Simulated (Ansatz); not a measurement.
Cs8⁻, relaxed as a doublet with UKS PBE0/def2-SVPD in Ansatz, starting from the GFN1-xTB geometry. Force threshold 0.02 eV/Å.

In the def2 sets Cs takes a core potential; there is no spin–orbit coupling. The structure comes from a short search, and lower isomers may exist.

Start:

```xyz
8

Cs    2.7269   -4.4100   -0.5977
Cs   -0.6983    1.8797    4.6978
Cs   -1.5754    2.4684    0.2863
Cs   -1.1306   -2.5694    0.9743
Cs    2.3155    1.1380    1.3923
Cs    1.9687    4.5366   -1.6222
Cs   -4.0382   -1.8977   -2.4350
Cs    0.4314   -1.1455   -2.6958
```

Problem. Estimate the energy that the relaxation releases and the steps that it takes.

Solution. 1.05 eV, in 10 steps; 11 min on 4 threads of Intel Xeon on a shared host. The force fell under the threshold at step 7, but the optimiser went on and released 0.014 eV more. No frequencies were taken in this run, so the end may be a saddle point.

Problem. Does the start keep its bonding?

Solution. Bonds lost: Cs3–Cs5 (atoms count from 1). Metal–metal contacts that move far: Cs4–Cs8 4.24 to 5.65 Å, Cs1–Cs8 4.51 to 5.81 Å, Cs3–Cs8 5.10 to 5.93 Å, Cs6–Cs8 5.98 to 5.45 Å.

Problem. Predict the relaxed structure.

Solution. 
```csv
atom,x (Å),y (Å),z (Å)
Cs1,2.912,-5.060,-0.017
Cs2,-0.420,1.647,4.895
Cs3,-2.681,2.655,0.192
Cs4,-1.366,-2.452,1.593
Cs5,3.248,0.544,1.276
Cs6,1.447,4.729,-1.884
Cs7,-4.153,-1.506,-2.889
Cs8,1.012,-0.555,-3.165
```
Bond lengths (bridged metal pairs left out): 16 × Cs–Cs 5.06 to 5.81 Å.
